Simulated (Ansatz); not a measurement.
Basis-set extrapolation for C₄H₃F₅, SMILES `F/C(=C/C(F)F)C(F)F` (PBE0-D4/def2-TZVP geometry, frozen core, Ansatz 0.2.0). Multiplicity 1, RHF reference.

```tsv
	def2-TZVPP	def2-QZVPP
HF	-650.658656	-650.686463
MP2 correlation	-1.866587	-2.029249
CCSD(T) correlation	-1.955931	not run
```

Energies in hartree. Use E(X) = E(∞) + A·exp(−7.88·√X) for Hartree–Fock and E(X) = E(∞) + B·X^(−2.97) for correlation, with X = 3 and 4, and add CCSD(T) minus MP2 of the smaller set to the MP2 limit.

What is the CCSD(T) energy at the basis-set limit?

HF limit: -650.686463 + (-0.027807) × 0.13774 = -650.69029. MP2 limit: -2.029249 + (-0.162662) × 0.74074 = -2.14974. Higher-order term: -1.955931 − (-1.866587) = -0.08934. Total: -652.92937 hartree, 826.5 kJ/mol below CCSD(T)/def2-TZVPP.
